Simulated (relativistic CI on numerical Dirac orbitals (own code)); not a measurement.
## How well does a small relativistic CI reproduce P⁵⁺?

Method of calculation: Dirac-Coulomb-Breit CI, orbitals from a KLI potential per configuration, a model potential for QED, valence Slater integrals scaled by 0.85, P86 correlation energy added to each configuration (own radial code, finite nucleus).

CI space (outside the closed core 1s2): 2s2 2p6, 2s2 2p5 3s, 2s2 2p5 3p, 2s2 2p5 3d, 2s2 2p5 4s, 2s2 2p5 4p, 2s 2p6 3s, 2s2 2p5 4d, 2s2 2p5 4f, 2s2 2p5 5s, 2s 2p6 3p, 2s2 2p5 5p, 2s2 2p5 5d, 2s2 2p5 5f, 2s2 2p5 5g, 2s2 2p4 3s2, 2s 2p6 3d, 2s2 2p4 3s 3p, 2s2 2p4 3p2, 2s2 2p4 3s 3d, 2s 2p6 4s, 2s2 2p4 3p 3d, 2s 2p6 4p, 2s 2p6 4d, 2s 2p6 4f, 2s 2p5 3s2, 2s2 2p4 3d2, 2s 2p6 5s, 2s 2p6 5p, 2s 2p6 5d, 2s 2p6 5f, 2s 2p6 5g. Levels of other configurations are missing.

```
Configuration  Term (tabulated)  J  Measured (cm⁻¹)  Computed  Error  Purity (%)
      2s2 2p6                1S  0              0.0         0      0         100
   2s2 2p5 3s               3P°  0        1097062.1   1097417    355         100
   2s2 2p5 3s               1P°  1        1103116.1   1102412   -704          83
   2s2 2p5 3p                3S  1        1171426.2   1174691   3265          97
   2s2 2p5 3p                3D  3        1185452.0   1186547   1095         100
   2s2 2p5 3p                3D  1        1189314.2   1190180    866          74
   2s2 2p5 3p                3P  0        1197983.4   1197776   -207         100
   2s2 2p5 3p                3P  1        1198998.6   1198982    -17          65
   2s2 2p5 3p                1S  0        1242588.5   1242633     45          97
   2s2 2p5 3d               3P°  0        1305796.3   1307213   1417         100
   2s2 2p5 3d               3P°  1        1306655.8   1308047   1391          98
   2s2 2p5 3d               3P°  2        1308493.3   1309811   1318          92
   2s2 2p5 3d               3F°  4        1310890.6   1311851    960         100
   2s2 2p5 3d               3F°  3        1312297.8   1313244    947          78
   2s2 2p5 3d               3F°  2        1314860.0   1315642    782          73
   2s2 2p5 4d           2[1/2]°  1        1516530.0   1515353  -1177          94
   2s2 2p5 4d           2[3/2]°  1        1523460.0   1522530   -930          83
   2s2 2p5 4f            2[3/2]  1        1529334.0   1530032    698         100
   2s2 2p5 4f            2[3/2]  2        1529450.0   1530141    691          70
   2s2 2p5 4f            2[9/2]  5        1529982.0   1530649    667         100
   2s2 2p5 4f            2[9/2]  4        1529999.0   1530672    673          54
   2s2 2p5 4f            2[5/2]  3        1530271.0   1530871    600          56
   2s2 2p5 4f            2[5/2]  2        1530389.0   1530976    587          45
   2s2 2p5 4f            2[7/2]  3        1530877.0   1531407    530          40
   2s2 2p5 4f            2[7/2]  4        1530893.0   1531423    530          69
   2s2 2p5 4d           2[3/2]°  1        1531210.0   1531941    731          84
   2s2 2p5 4f            2[5/2]  3        1537573.0   1538103    530          44
   2s2 2p5 4f            2[7/2]  3        1537607.0   1538167    560          69
   2s2 2p5 4f            2[7/2]  4        1537631.0   1538195    564          38
   2s2 2p5 4f            2[5/2]  2        1537657.0   1538175    518          55
```

Measured levels from Martin, Zalubas and Musgrove, J. Phys. Chem. Ref. Data 14, 751 (1985); pairs were made by configuration, J and term (by order where the table uses no LS term), so strongly mixed levels may be paired wrongly.

Mean error by configuration (cm⁻¹): 2s2 2p5 3s -174; 2s2 2p5 3p 841; 2s2 2p5 3d 1136; 2s2 2p5 4d -459; 2s2 2p5 4f 596. Over the excited levels the mean absolute error is 805 cm⁻¹ (29 of the 38 excited levels that our extract of the source holds in range could be paired, and the others can miss by more), and the median relative error of those above 1,000 cm⁻¹ is 0.045 %.
